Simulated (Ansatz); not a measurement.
Two isomers of C2H7FOSi: A = `FCOC[SiH3]`, B = `CO[SiH2]CF`.

Computed with Ansatz on PBE0-D4/def2-TZVP structures; ΔE is electronic, products minus reactants. CBS: MP2 limit from def2 TZ/QZ plus the TZ coupled-cluster correction, frozen cores. DFT in def2-TZVPP. B3LYP here is the variant with VWN-RPA as its local correlation; programs differ in this. Each species was taken in one conformer, which may not be the lowest.

A:

Z-matrix (Å, degrees):
```
C
O 1 1.359
F 1 1.388 2 111.0
H 1 1.099 2 112.5 3 -118.7
H 1 1.091 2 107.8 3 117.4
C 2 1.426 1 115.0 3 73.2
Si 6 1.904 2 116.4 1 -69.8
H 6 1.093 2 105.4 1 170.8
H 6 1.100 2 109.8 1 56.3
H 7 1.490 6 105.7 2 -162.5
H 7 1.483 6 112.5 2 79.4
H 7 1.483 6 110.3 2 -44.5
```

B:

```xyz
12

C     0.2981    1.3999    1.2694
O     1.0757    0.6595    0.3526
Si    0.6647   -0.8288   -0.1920
C    -0.8269   -0.7762   -1.3514
F    -1.9616   -0.3475   -0.6603
H     0.8939    2.2463    1.6140
H     0.0174    0.7937    2.1382
H    -0.6153    1.7774    0.8001
H     0.3283   -1.7254    0.9489
H     1.8254   -1.3426   -0.9600
H    -0.6626   -0.0889   -2.1885
H    -1.0372   -1.7673   -1.7710
```

Task: Which is lower in electronic energy at CCSD(T)/CBS, and by how much? (Best estimate.)

Result: Computed: B, by 123.9 kJ/mol.

Task: Give E(B) − E(A) in kJ/mol with CCSD(T)/def2-TZVPP, B3LYP, r2SCAN-D4, MP2/def2-TZVPP, B3LYP-D4, PBE0-D4, ωB97M-V. (Estimate.)

Result: Computed: CCSD(T)/def2-TZVPP -118.6, B3LYP -123.0, r2SCAN-D4 -116.9, MP2/def2-TZVPP -124.8, B3LYP-D4 -121.8, PBE0-D4 -113.7, ωB97M-V -119.6. None reverses the order clearly.

Largest T1 diagnostic: 0.012.

In def2-TZVPP, CCSD(T) changes the Hartree–Fock value by +12.8 kJ/mol (the triples alone add +3.3 kJ/mol) and MP2 by +6.5 kJ/mol. From PBE to PBE0 (25 % exact exchange), in def2-TZVPP and without D4, E(B) − E(A) moves by −5.2 kJ/mol.
